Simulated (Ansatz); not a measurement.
Basis-set extrapolation for CH4BClO (`COBCl`) (PBE0-D4/def2-TZVP geometry, frozen core, Ansatz 0.2.0). Multiplicity 1, RHF reference.

|  | def2-TZVPP | def2-QZVPP |
| --- | --- | --- |
| HF | -599.395285 | -599.414860 |
| MP2 correlation | -0.698156 | -0.754200 |
| CCSD(T) correlation | -0.764653 | not run |

Energies in hartree. Use E(X) = E(∞) + A·exp(−7.88·√X) for Hartree–Fock and E(X) = E(∞) + B·X^(−2.97) for correlation, with X = 3 and 4, and add CCSD(T) minus MP2 of the smaller set to the MP2 limit.

What is the CCSD(T) energy at the basis-set limit?

HF limit: -599.414860 + (-0.019575) × 0.13774 = -599.41756. MP2 limit: -0.754200 + (-0.056044) × 0.74074 = -0.79571. Higher-order term: -0.764653 − (-0.698156) = -0.06650. Total: -600.27977 hartree, 75.2 kcal/mol below CCSD(T)/def2-TZVPP.
